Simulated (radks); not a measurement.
Results of a calculation; reference values are marked as such.
These are the eigenvalues of the occupied orbitals of an atom or ion with whole-number occupations (eV). Level of theory: scalar-relativistic Kohn-Sham, r2SCAN, spin-polarised, spherical densities, finite nucleus; meta-GGA in the generalised Kohn-Sham scheme; Fermi nuclear charge, rms radius of each element as measured or else 0.836 A^(1/3) + 0.57 fm (a radial shooting solver on a logarithmic mesh with Libxc functionals).

orbital  eigenvalue
1s up     -63373.22
1s down   -63373.08
2s up     -10862.34
2s down   -10862.27
2p up     -9560.768
2p down   -9560.679
3s up     -2518.067
3s down   -2517.301
3p up     -2125.555
3p down   -2124.778
3d up     -1653.552
3d down   -1652.929
4s up     -555.1947
4s down   -553.6160
4p up     -425.6856
4p down   -424.1208
4d up     -255.8661
4d down   -254.2300
5s up     -117.4411
5p up      -84.7271
5p down    -82.6564
4f up      -68.8613
4f down    -67.0730
5f up      -18.9808

Which element is it, and in what charge state? The configuration may be excited. Open shells, if any, are filled with parallel spins first.

Answer. Z = 71, lutetium, charge +4: Lu4+ in [Kr] 4d10 4f13 5s1 5p6 5f1. The list shows which subshells hold electrons but not how many an open one holds; the 1s level, -2328.9 hartree, gives Z - s = 68.2 by -(Z - s)^2/2, which with screening and relativity narrows Z to a few neighbours, and the depths of the outer levels then fix element, charge and occupations together.
